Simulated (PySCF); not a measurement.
# Correlation energy of Bi⁻ (bismuth, charge -1)

Starting occupation: [Xe] 4f14 5d10 6s2 6p4, 6p1/2 with m_j = -1/2, +1/2, 6p3/2 with m_j = +1/2, +3/2. All numbers are calculated (PySCF 2.14, X2C-1e with screened-nucleus spin-orbit coupling, Gaussian nucleus, in x2c-TZVPPall-2c with one added diffuse shell each of s, p, d, f type (12s12p10d4f, 126 functions)). Frozen: [Xe] 4f14; 16 electrons correlated; the 54 highest virtual spinors left out.

MP2 pair energies summed by pair of shells (mhartree):

```
 pair   energy  share (%)
5d-5d  -209.36       50.9
5d-6p   -64.23       15.6
5d-6s   -61.50       15.0
6p-6p   -36.12        8.8
6p-6s   -31.91        7.8
6s-6s    -8.03        2.0
```

Total MP2 correlation energy: -411.14 mhartree.

The virtual space was cut to 110 spinors, which keep -410.79 of the -411.14 mhartree of MP2 correlation.

```tsv
level	correlation energy (mhartree)
CCSD	-388.55
(T)	-9.59
CCSD(T)	-398.14
```

Diagnostics: T1 = 0.0091, largest double amplitude 0.037.

Q: Is a single reference adequate?

A: Yes: T1 lies below 0.03 and no double amplitude reaches 0.07.

The GHF reference relaxed away from the jj start to a determinant that is no pure jj level (⟨S²⟩ = 1.98, ⟨J²⟩ = 6.04); the energies belong to that determinant.

This basis was not built for core-valence correlation, so the inner-shell part is incomplete.
